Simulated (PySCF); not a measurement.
Atomic charges against the basis set

MeOCH2CF3, C3H5F3O.
Atom-mapped SMILES: `[CH3:1][O:2][CH2:3][C:4]([F:5])([F:6])[F:7]` (hydrogens: H8, H9, H10 on C1; H11, H12 on C3)

PBE0 throughout (PySCF), one geometry, spherical d and f functions. One conformer (not necessarily the lowest) at the PBE0-D3(BJ)/def2-SVP geometry, without solvent, vibrations or thermal averaging. Atoms taken as equivalent share a column and are averaged.

Mulliken charges (e):

```csv
basis,functions,C1,O2,C3,C4,F5/F6/F7,H8/H9/H10,H11/H12
STO-3G,40,-0.132,-0.210,-0.075,+0.329,-0.116,+0.085,+0.092
pcSseg-0,73,-0.316,-0.672,-0.169,+0.924,-0.327,+0.229,+0.263
6-31G,73,-0.246,-0.503,-0.151,+0.774,-0.274,+0.180,+0.205
6-31G*,108,-0.276,-0.457,-0.201,+0.921,-0.299,+0.176,+0.190
cc-pVDZ,123,+0.053,-0.312,+0.070,+0.450,-0.169,+0.046,+0.054
def2-SVP,123,+0.106,-0.398,+0.114,+0.482,-0.185,+0.045,+0.057
pcSseg-1,144,-0.047,-0.499,-0.002,+0.746,-0.267,+0.112,+0.134
aug-cc-pVDZ,206,+0.781,-0.568,+0.568,+1.527,-0.476,-0.172,-0.182
"6-311+G(2d,p)",219,-0.264,-0.293,-0.205,+0.873,-0.295,+0.148,+0.166
def2-TZVP,247,-0.227,-0.266,-0.086,+0.428,-0.161,+0.128,+0.125
cc-pVTZ,280,-0.110,-0.249,-0.067,+0.472,-0.160,+0.084,+0.090
IGLO-III,295,-0.225,-0.278,-0.058,+0.490,-0.193,+0.127,+0.135
pcSseg-2,322,+0.135,-0.420,+0.139,+0.685,-0.245,+0.034,+0.047
```

IAO charges (e):

```json
{"basis": "STO-3G", "functions": "40", "C1": "-0.265", "O2": "-0.211", "C3": "-0.188", "C4": "+0.430", "F5/F6/F7": "-0.144", "H8/H9/H10": "+0.130", "H11/H12": "+0.139"}
{"basis": "pcSseg-0", "functions": "73", "C1": "-0.228", "O2": "-0.351", "C3": "-0.127", "C4": "+0.725", "F5/F6/F7": "-0.259", "H8/H9/H10": "+0.144", "H11/H12": "+0.163"}
{"basis": "6-31G", "functions": "73", "C1": "-0.246", "O2": "-0.350", "C3": "-0.127", "C4": "+0.722", "F5/F6/F7": "-0.262", "H8/H9/H10": "+0.150", "H11/H12": "+0.168"}
{"basis": "6-31G*", "functions": "108", "C1": "-0.204", "O2": "-0.368", "C3": "-0.096", "C4": "+0.795", "F5/F6/F7": "-0.279", "H8/H9/H10": "+0.137", "H11/H12": "+0.150"}
{"basis": "cc-pVDZ", "functions": "123", "C1": "-0.203", "O2": "-0.365", "C3": "-0.098", "C4": "+0.790", "F5/F6/F7": "-0.278", "H8/H9/H10": "+0.137", "H11/H12": "+0.151"}
{"basis": "def2-SVP", "functions": "123", "C1": "-0.195", "O2": "-0.365", "C3": "-0.093", "C4": "+0.791", "F5/F6/F7": "-0.279", "H8/H9/H10": "+0.134", "H11/H12": "+0.149"}
{"basis": "pcSseg-1", "functions": "144", "C1": "-0.203", "O2": "-0.372", "C3": "-0.094", "C4": "+0.793", "F5/F6/F7": "-0.282", "H8/H9/H10": "+0.138", "H11/H12": "+0.153"}
{"basis": "aug-cc-pVDZ", "functions": "206", "C1": "-0.210", "O2": "-0.378", "C3": "-0.097", "C4": "+0.800", "F5/F6/F7": "-0.285", "H8/H9/H10": "+0.142", "H11/H12": "+0.157"}
{"basis": "6-311+G(2d,p)", "functions": "219", "C1": "-0.212", "O2": "-0.380", "C3": "-0.098", "C4": "+0.799", "F5/F6/F7": "-0.285", "H8/H9/H10": "+0.143", "H11/H12": "+0.158"}
{"basis": "def2-TZVP", "functions": "247", "C1": "-0.210", "O2": "-0.379", "C3": "-0.098", "C4": "+0.810", "F5/F6/F7": "-0.287", "H8/H9/H10": "+0.141", "H11/H12": "+0.157"}
{"basis": "cc-pVTZ", "functions": "280", "C1": "-0.211", "O2": "-0.377", "C3": "-0.099", "C4": "+0.808", "F5/F6/F7": "-0.286", "H8/H9/H10": "+0.141", "H11/H12": "+0.156"}
{"basis": "IGLO-III", "functions": "295", "C1": "-0.212", "O2": "-0.380", "C3": "-0.099", "C4": "+0.804", "F5/F6/F7": "-0.286", "H8/H9/H10": "+0.143", "H11/H12": "+0.158"}
{"basis": "pcSseg-2", "functions": "322", "C1": "-0.210", "O2": "-0.380", "C3": "-0.099", "C4": "+0.809", "F5/F6/F7": "-0.287", "H8/H9/H10": "+0.142", "H11/H12": "+0.157"}
```

Hirshfeld charges (e):

```json
{"basis": "STO-3G", "functions": "40", "C1": "+0.035", "O2": "-0.145", "C3": "+0.034", "C4": "+0.243", "F5/F6/F7": "-0.086", "H8/H9/H10": "+0.017", "H11/H12": "+0.020"}
{"basis": "pcSseg-0", "functions": "73", "C1": "-0.031", "O2": "-0.140", "C3": "-0.010", "C4": "+0.250", "F5/F6/F7": "-0.094", "H8/H9/H10": "+0.039", "H11/H12": "+0.047"}
{"basis": "6-31G", "functions": "73", "C1": "-0.023", "O2": "-0.161", "C3": "-0.003", "C4": "+0.252", "F5/F6/F7": "-0.098", "H8/H9/H10": "+0.042", "H11/H12": "+0.052"}
{"basis": "6-31G*", "functions": "108", "C1": "-0.025", "O2": "-0.147", "C3": "-0.005", "C4": "+0.242", "F5/F6/F7": "-0.092", "H8/H9/H10": "+0.038", "H11/H12": "+0.048"}
{"basis": "cc-pVDZ", "functions": "123", "C1": "-0.040", "O2": "-0.123", "C3": "-0.022", "C4": "+0.237", "F5/F6/F7": "-0.086", "H8/H9/H10": "+0.038", "H11/H12": "+0.046"}
{"basis": "def2-SVP", "functions": "123", "C1": "-0.041", "O2": "-0.131", "C3": "-0.022", "C4": "+0.247", "F5/F6/F7": "-0.089", "H8/H9/H10": "+0.040", "H11/H12": "+0.047"}
{"basis": "pcSseg-1", "functions": "144", "C1": "-0.041", "O2": "-0.140", "C3": "-0.021", "C4": "+0.252", "F5/F6/F7": "-0.091", "H8/H9/H10": "+0.041", "H11/H12": "+0.050"}
{"basis": "aug-cc-pVDZ", "functions": "206", "C1": "-0.048", "O2": "-0.141", "C3": "-0.027", "C4": "+0.246", "F5/F6/F7": "-0.090", "H8/H9/H10": "+0.044", "H11/H12": "+0.054"}
{"basis": "6-311+G(2d,p)", "functions": "219", "C1": "-0.040", "O2": "-0.145", "C3": "-0.023", "C4": "+0.246", "F5/F6/F7": "-0.092", "H8/H9/H10": "+0.043", "H11/H12": "+0.055"}
{"basis": "def2-TZVP", "functions": "247", "C1": "-0.044", "O2": "-0.139", "C3": "-0.024", "C4": "+0.244", "F5/F6/F7": "-0.090", "H8/H9/H10": "+0.043", "H11/H12": "+0.053"}
{"basis": "cc-pVTZ", "functions": "280", "C1": "-0.046", "O2": "-0.134", "C3": "-0.025", "C4": "+0.243", "F5/F6/F7": "-0.089", "H8/H9/H10": "+0.042", "H11/H12": "+0.051"}
{"basis": "IGLO-III", "functions": "295", "C1": "-0.048", "O2": "-0.140", "C3": "-0.027", "C4": "+0.246", "F5/F6/F7": "-0.091", "H8/H9/H10": "+0.044", "H11/H12": "+0.054"}
{"basis": "pcSseg-2", "functions": "322", "C1": "-0.049", "O2": "-0.141", "C3": "-0.026", "C4": "+0.245", "F5/F6/F7": "-0.090", "H8/H9/H10": "+0.044", "H11/H12": "+0.054"}
```

Some averages cover members that differ in this geometry, most widely: H11/H12, Mulliken in aug-cc-pVDZ -0.272 to -0.092; H8/H9/H10, Mulliken in aug-cc-pVDZ -0.280 to -0.102; H8/H9/H10, Mulliken in cc-pVTZ +0.062 to +0.111; H8/H9/H10, Mulliken in IGLO-III +0.102 to +0.148 e.

Question: Which scheme is steadiest as the basis changes?

Answer: Largest range over the bases for any column: Hirshfeld 0.08 e, IAO 0.38 e, Mulliken 1.20 e. Hirshfeld charges move least and Mulliken charges most, counted in e. Without the minimal STO-3G basis the ranges are Hirshfeld 0.04, IAO 0.09, Mulliken 1.10 e.

Question: How much do the charges still move between the two largest bases, IGLO-III and pcSseg-2?

Answer: At most, over all atoms: Mulliken 0.360 e, IAO 0.004 e, Hirshfeld 0.001 e.

Question: What do the same runs give for the total energy, the frontier levels and the dipole moment?

Answer: 
```json
{"basis": "STO-3G", "energy (Eh)": "-484.8159", "HOMO (eV)": "-4.19", "LUMO (eV)": "7.79", "μ (D)": "1.19"}
{"basis": "pcSseg-0", "energy (Eh)": "-490.4188", "HOMO (eV)": "-8.01", "LUMO (eV)": "1.94", "μ (D)": "2.22"}
{"basis": "6-31G", "energy (Eh)": "-491.4253", "HOMO (eV)": "-7.96", "LUMO (eV)": "2.13", "μ (D)": "2.22"}
{"basis": "6-31G*", "energy (Eh)": "-491.5621", "HOMO (eV)": "-7.79", "LUMO (eV)": "2.51", "μ (D)": "1.75"}
{"basis": "cc-pVDZ", "energy (Eh)": "-491.5982", "HOMO (eV)": "-7.86", "LUMO (eV)": "1.90", "μ (D)": "1.79"}
{"basis": "def2-SVP", "energy (Eh)": "-491.2026", "HOMO (eV)": "-7.97", "LUMO (eV)": "1.82", "μ (D)": "1.88"}
{"basis": "pcSseg-1", "energy (Eh)": "-491.5324", "HOMO (eV)": "-8.09", "LUMO (eV)": "1.45", "μ (D)": "1.97"}
{"basis": "aug-cc-pVDZ", "energy (Eh)": "-491.6390", "HOMO (eV)": "-8.14", "LUMO (eV)": "-0.08", "μ (D)": "1.97"}
{"basis": "6-311+G(2d,p)", "energy (Eh)": "-491.7322", "HOMO (eV)": "-8.18", "LUMO (eV)": "0.31", "μ (D)": "2.02"}
{"basis": "def2-TZVP", "energy (Eh)": "-491.7829", "HOMO (eV)": "-8.13", "LUMO (eV)": "1.24", "μ (D)": "1.94"}
{"basis": "cc-pVTZ", "energy (Eh)": "-491.7586", "HOMO (eV)": "-8.06", "LUMO (eV)": "1.27", "μ (D)": "1.87"}
{"basis": "IGLO-III", "energy (Eh)": "-491.7899", "HOMO (eV)": "-8.15", "LUMO (eV)": "0.76", "μ (D)": "1.97"}
{"basis": "pcSseg-2", "energy (Eh)": "-491.7802", "HOMO (eV)": "-8.18", "LUMO (eV)": "0.63", "μ (D)": "2.00"}
```

The dipole is fixed by the density alone, so its range of 1.03 D shows that the density itself changes with the basis, not only its division among atoms.
